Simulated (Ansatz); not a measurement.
Consider the atomization: `C[C]1(C)[O][AlH]1` → Al• + 3 C• + 7 H• + O•.

Gas-phase electronic energies from Ansatz, PBE0-D4/def2-TZVP geometries. CBS: MP2 limit from def2 TZ/QZ plus the TZ coupled-cluster correction, frozen cores. This one scheme is used for every species, atoms too. Functionals use def2-TZVPP. B3LYP here is the variant with VWN-RPA as its local correlation; programs differ in this. No spin–orbit coupling; open shells (•) take unrestricted orbitals. Spin–orbit coupling would lower the free atoms: a little for Al, C, O.

```
        level  ΔE (kJ/mol)  difference from CCSD(T)/CBS
  LDA (SPW92)       5155.6                        655.0
       PBE-D4       4592.5                         91.9
     B3LYP-D4       4488.6                        -12.0
   r2SCAN0-D4       4446.8                        -53.8
       B2PLYP       4449.4                        -51.2
     PBE-QIDH       4475.1                        -25.5
         BLYP       4434.2                        -66.4
    CAM-B3LYP       4490.6                        -10.0
CCSD/def2-SVP       4236.1                       -264.5
HF/def2-QZVPP       3263.5                      -1237.1
  CCSD(T)/CBS       4500.6                            0
```

Largest T1 diagnostic among the species: 0.018.

From r2SCAN to r2SCAN0 (25 % exact exchange), in def2-TZVPP and without D4, ΔE moves by −74.5 kJ/mol: exact exchange takes away binding that semilocal exchange gives to molecules. Leaving LDA and LC-ωPBE aside and taking each functional with its dispersion term where it has one, the values, not all of them listed here, spread over 239.7 kJ/mol, from BHLYP-D4 to PBE-D4. LDA lies +586.2 kJ/mol from PBE without D4, its usual overbinding. In def2-TZVPP, CCSD(T) changes the Hartree–Fock value by +1130.8 kJ/mol (the triples alone add +70.8 kJ/mol) and MP2 by +1209.9 kJ/mol; breaking electron pairs costs correlation energy, which Hartree–Fock lacks.

For atomizations the MP2-based limit and the directly extrapolated one differ by several kJ/mol either way, and by 10 to 25 for some Ge, Se and Sn compounds, so smaller differences from it don't rank the levels.
